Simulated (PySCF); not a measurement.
CH₇ClOSi₂, SMILES [SiH3]CO[SiH2]Cl.

Coordinates come from a B3LYP-D3(BJ)/def2-SVP optimisation. The structure was generated by enumeration, and PubChem lists no compound with its InChIKey, so it may never have been made. The values are those of a single conformer.

Vertical ionisation energy (IE) and electron affinity (EA) in eV. Rows of orbital energies are one-electron estimates. Where ΔSCF, EOM or ADC give a negative EA the extra electron is unbound and the value depends on the basis.

| level | IE | EA |
|---|---|---|
| −ε(HOMO), −ε(LUMO), CAM-B3LYP/def2-TZVP (PySCF) | 9.40 | -1.17 |
| −ε(HOMO), −ε(LUMO), PBE/def2-TZVP (PySCF) | … | … |

What belongs in the gaps? (Estimate from the structure and the level; the computed values follow.)


- −ε(HOMO), −ε(LUMO), PBE/def2-TZVP (PySCF), IE: 6.61
- −ε(HOMO), −ε(LUMO), PBE/def2-TZVP (PySCF), EA: 0.73
